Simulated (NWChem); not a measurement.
System: 2-butanone (C4H8O); SMILES CCC(C)=O

NWChem printed, in part:

```
             Northwest Computational Chemistry Package (NWChem) 7.3.0
             --------------------------------------------------------

 C1  symmetry detected

                             Geometry "geometry" -> ""
                             -------------------------

 Output coordinates in angstroms (scale by  1.889725989 to convert to a.u.)

  No.       Tag          Charge          X              Y              Z
 ---- ---------------- ---------- -------------- -------------- --------------
    1 C                    6.0000     0.07596409     1.86062273     0.44048381
    2 C                    6.0000    -0.06050851     0.82624278    -0.67611779
    3 C                    6.0000    -0.18216183    -0.57628046    -0.10852687
    4 C                    6.0000     1.10361649    -1.33532223     0.11434270
    5 O                    8.0000    -1.25887866    -1.04785206     0.16854450
    6 H                    1.0000     0.14290736     2.87756579     0.02668971
    7 H                    1.0000     0.97774077     1.69036975     1.04965557
    8 H                    1.0000    -0.79583393     1.82341515     1.11063104
    9 H                    1.0000    -0.97417982     1.02271883    -1.25693925
   10 H                    1.0000     0.80410349     0.88894330    -1.35711702
   11 H                    1.0000     1.85641257    -0.70938812     0.61842628
   12 H                    1.0000     1.52997043    -1.62064825    -0.86173558
   13 H                    1.0000     0.90844701    -2.24173693     0.70094211

 Effective nuclear repulsion energy (a.u.)     176.2404457924

                                 NWChem DFT Module
                                 -----------------

 Summary of "ao basis" -> "ao basis" (spherical)
 ------------------------------------------------------------------------------
       Tag                 Description            Shells   Functions and Types
 ---------------- ------------------------------  ------  ---------------------
 C                          def2-svp                 6       14   3s2p1d
 O                          def2-svp                 6       14   3s2p1d
 H                          def2-svp                 3        5   2s1p

            General Information
            -------------------
          SCF calculation type: DFT
          Wavefunction type:  closed shell.
          No. of atoms     :    13
          No. of electrons :    40
           Alpha electrons :    20
            Beta electrons :    20
          Charge           :     0
          Spin multiplicity:     1
          Use of symmetry is: off; symmetry adaption is: off
          Maximum number of iterations: 150
          AO basis - number of functions:   110
                     number of shells:    54
          Convergence on energy requested:  1.00D-06
          Convergence on density requested:  1.00D-05
          Convergence on gradient requested:  5.00D-04

              XC Information
              --------------
                         B3LYP Method XC Potential
                     Hartree-Fock (Exact) Exchange  0.200
                        Slater Exchange Functional  0.800 local
                    Becke 1988 Exchange Functional  0.720 non-local
              Lee-Yang-Parr Correlation Functional  0.810
                  VWN I RPA Correlation Functional  0.190 local

             Grid Information
             ----------------
          Grid used for XC integration:  medium
          Radial quadrature: Mura-Knowles
          Angular quadrature: Lebedev.
          Tag              B.-S. Rad. Rad. Pts. Rad. Cut. Ang. Pts.
          ---              ---------- --------- --------- ---------
          C                   0.70       49          11.0       434
          O                   0.60       49          11.0       434
          H                   0.35       45          12.0       434
          Grid pruning is: on
          Number of quadrature shells:   605
          Spatial weights used:  Erf1

      Superposition of Atomic Density Guess
      -------------------------------------

 Sum of atomic energies:        -229.18462805

      Non-variational initial energy
      ------------------------------

 Total energy =    -232.293080
 1-e energy   =    -657.747721
 2-e energy   =     249.214196
 HOMO         =      -0.321739
 LUMO         =      -0.015345

     ---------------------------------------------
      Total Density - Mulliken Population Analysis
     ---------------------------------------------

    Atom       Charge   Shell Charges
 -----------   ------   -------------------------------------------------------
    1 C    6     6.24   1.99  0.95  0.20  2.03  1.05  0.03
    2 C    6     6.21   1.99  0.97  0.18  2.03  1.00  0.03
    3 C    6     5.45   1.99  0.94  0.25  1.53  0.65  0.09
    4 C    6     6.25   1.99  0.97  0.14  2.08  1.05  0.02
    5 O    8     8.72   1.99  1.14  0.67  3.07  1.83  0.01
    6 H    1     0.89   0.67  0.19  0.02
    7 H    1     0.90   0.67  0.20  0.02
    8 H    1     0.90   0.67  0.20  0.02
    9 H    1     0.90   0.68  0.20  0.02
   10 H    1     0.90   0.67  0.20  0.02
   11 H    1     0.88   0.65  0.20  0.03
   12 H    1     0.86   0.65  0.19  0.03
   13 H    1     0.90   0.67  0.21  0.02

   convergence    iter        energy       DeltaE   RMS-Dens  Diis-err
 ---------------- ----- ----------------- --------- --------- ---------
 d= 0,ls=0.0,diis     1   -232.1807660299 -4.08D+02  2.35D-02  9.20D-01
 d= 0,ls=0.0,diis     2   -231.8960756267  2.85D-01  1.67D-02  3.97D+00
 d= 0,ls=0.0,diis     3   -232.2945681328 -3.98D-01  1.20D-03  2.60D-02
 d= 0,ls=0.0,diis     4   -232.2964713008 -1.90D-03  6.15D-04  5.53D-03
 d= 0,ls=0.0,diis     5   -232.2970818143 -6.11D-04  1.31D-04  1.94D-04
  Resetting Diis
 d= 0,ls=0.0,diis     6   -232.2971079510 -2.61D-05  2.14D-05  7.12D-06
 d= 0,ls=0.0,diis     7   -232.2971086741 -7.23D-07  2.49D-05  1.34D-06
 d= 0,ls=0.0,diis     8   -232.2971084941  1.80D-07  1.32D-05  3.15D-06
 d= 0,ls=0.0,diis     9   -232.2971088206 -3.26D-07  2.11D-06  1.45D-07

         Total DFT energy =     -232.297108820624
      One electron energy =     -662.547036510068
           Coulomb energy =      287.250402682564
    Exchange-Corr. energy =      -33.240920785471
 Nuclear repulsion energy =      176.240445792351

 Numeric. integr. density =       39.999993473332

                       DFT Final Molecular Orbital Analysis
                       ------------------------------------

 Vector   18  Occ=2.000000D+00  E=-3.551199D-01
              MO Center= -9.4D-02,  6.4D-01, -1.5D-01, r^2= 3.4D+00
   Bfn.  Coefficient  Atom+Function         Bfn.  Coefficient  Atom+Function
  ----- ------------  ---------------      ----- ------------  ---------------
    18      0.256823   2 C  px               91      0.254607  10 H  s
     4     -0.206228   1 C  px               81      0.199197   8 H  s
    86     -0.194209   9 H  s                62      0.177056   5 O  pz
    61      0.173347   5 O  py               76     -0.165585   7 H  s
    92      0.150132  10 H  s                 5      0.136365   1 C  py

 Vector   19  Occ=2.000000D+00  E=-3.452172D-01
              MO Center= -3.8D-01, -1.1D-01, -2.9D-02, r^2= 3.4D+00
   Bfn.  Coefficient  Atom+Function         Bfn.  Coefficient  Atom+Function
  ----- ------------  ---------------      ----- ------------  ---------------
    62      0.378590   5 O  pz               65      0.248032   5 O  pz
    86      0.213439   9 H  s                34      0.207885   3 C  pz
    18     -0.173026   2 C  px               76      0.168433   7 H  s
     4      0.164141   1 C  px               20     -0.157407   2 C  pz
    48     -0.152335   4 C  pz               37      0.134307   3 C  pz

 Vector   20  Occ=2.000000D+00  E=-2.460681D-01
              MO Center= -7.1D-01, -7.5D-01,  3.5D-02, r^2= 2.1D+00
   Bfn.  Coefficient  Atom+Function         Bfn.  Coefficient  Atom+Function
  ----- ------------  ---------------      ----- ------------  ---------------
    61      0.465695   5 O  py               64      0.334588   5 O  py
    45      0.302717   4 C  s                17     -0.293124   2 C  s
    60     -0.247834   5 O  px               19      0.224333   2 C  py
    46     -0.213136   4 C  px               62     -0.190047   5 O  pz
    22      0.179223   2 C  py               63     -0.175206   5 O  px

 Vector   21  Occ=0.000000D+00  E=-1.582641D-02
              MO Center= -2.9D-01, -5.1D-01, -9.3D-02, r^2= 2.7D+00
   Bfn.  Coefficient  Atom+Function         Bfn.  Coefficient  Atom+Function
  ----- ------------  ---------------      ----- ------------  ---------------
    34     -0.474459   3 C  pz                3      0.444365   1 C  s
    37     -0.426765   3 C  pz               65      0.379103   5 O  pz
    62      0.368047   5 O  pz              102     -0.304000  12 H  s
    72     -0.297565   6 H  s                36     -0.240765   3 C  py
    87     -0.239816   9 H  s                97      0.209805  11 H  s

 Vector   22  Occ=0.000000D+00  E= 4.739264D-02
              MO Center=  1.1D+00,  3.1D-01,  5.6D-02, r^2= 6.7D+00
   Bfn.  Coefficient  Atom+Function         Bfn.  Coefficient  Atom+Function
  ----- ------------  ---------------      ----- ------------  ---------------
    45      1.728810   4 C  s                17      1.163340   2 C  s
     3      1.050141   1 C  s                97     -0.982023  11 H  s
    77     -0.780516   7 H  s                92     -0.783357  10 H  s
   102     -0.692900  12 H  s                31     -0.537551   3 C  s
   107     -0.532602  13 H  s                72     -0.528231   6 H  s

[...]
```

Level: B3LYP/def2-SVP. Structure relaxed at the PBE0/def2-SVP level.

Task: Which NWChem input produces such a log?

Result: Several could match; the one computed here: the input that was run:
```
start job
memory heap 200 mb stack 900 mb global 1100 mb
geometry units angstroms noautoz
  C      0.040798     1.862534     0.444135
  C     -0.082776     0.825718    -0.671709
  C     -0.165118    -0.579561    -0.103870
  C      1.140595    -1.307942     0.104974
  O     -1.227363    -1.076709     0.184135
  H      0.079221     2.880971     0.030384
  H      0.952707     1.713474     1.043702
  H     -0.822790     1.804315     1.123355
  H     -1.006901     1.000698    -1.242784
  H      0.772909     0.909257    -1.361687
  H      1.883559    -0.664531     0.601585
  H      1.563340    -1.582608    -0.875721
  H      0.973177    -2.219008     0.692943
end
basis spherical
  * library def2-svp
end
dft
  xc b3lyp
  iterations 150
  mulliken
end
task dft energy
```
